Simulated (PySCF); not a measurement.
**Computed properties of 3-fluoro-3-methyloxetane (C4H7FO), SMILES CC1(F)COC1**

C4H7FO, SMILES C1OCC1(F)C. Geometry: PBE0-D3(BJ)/def2-SVP. One conformer was computed; it need not be the lowest. All values are computed for the isolated molecule unless a solvent is named; none is compared with measurement here.

**Structure.** The optimised structure has Cs symmetry. All 33 harmonic modes at PBE0-D3(BJ)/def2-SVP (PySCF) are real, so it is a minimum. With heavy atoms numbered as in [CH3:1][C:2]1([F:3])[CH2:4][O:5][CH2:6]1, the shortest bond between them is C2–F3 at 1.373 Å and the longest C2–C6 at 1.533 Å.

**Vibrations.** The strongest infrared lines (harmonic, unscaled, degenerate partners summed) lie at 1099 cm⁻¹ (100 km/mol, C 51 %, O 46 %), 3038 cm⁻¹ (81 km/mol, H 95 %), 1267 cm⁻¹ (70 km/mol, C 54 %, H 35 %). The softest mode is at 93 cm⁻¹ and the zero-point energy is 67.5 kcal/mol.

**Electronic structure.** CAM-B3LYP/def2-TZVP (PySCF) places the frontier levels at -9.03 and 1.87 eV, a gap of 10.90 eV, and gives a dipole moment of 1.48 D and a mean polarisability of 49.8 bohr³. PBE/def2-TZVP (PySCF) at the same geometry gives -5.95 and 0.19 eV, so its gap is 4.76 eV narrower. An orbital gap is neither the optical nor the fundamental gap.

**Excitations.** TDDFT-CAM-B3LYP/def2-SVPD (PySCF) has S1 at 7.15 eV (173 nm, f = 0.001, dark); the most intense of the 10 singlets computed lies at 8.94 eV (f = 0.08). T1 (TDA) is at 6.74 eV. TDDFT-PBE/def2-SVPD (PySCF) puts S1 at 6.00 eV. No vertical singlet excitation falls in the visible range (under 3.1 eV).

**NMR.** GIAO shifts at PBE0/pcSseg-1 (PySCF) (non-relativistic, atoms alike by connectivity averaged): ¹³C from 25.6 to 93.0 ppm against TMS; ¹H from 1.8 to 4.8 ppm against TMS; ¹⁹F at -168.2 ppm against CFCl3.

**Solvation.** SMD-PBE0/6-31G* (PySCF) gives -2.8 kcal/mol in water, -4.2 kcal/mol in cyclohexanone, -5.1 kcal/mol in ethanol (1 M in both phases, gas-phase geometry); of these solvents ethanol holds the molecule best.
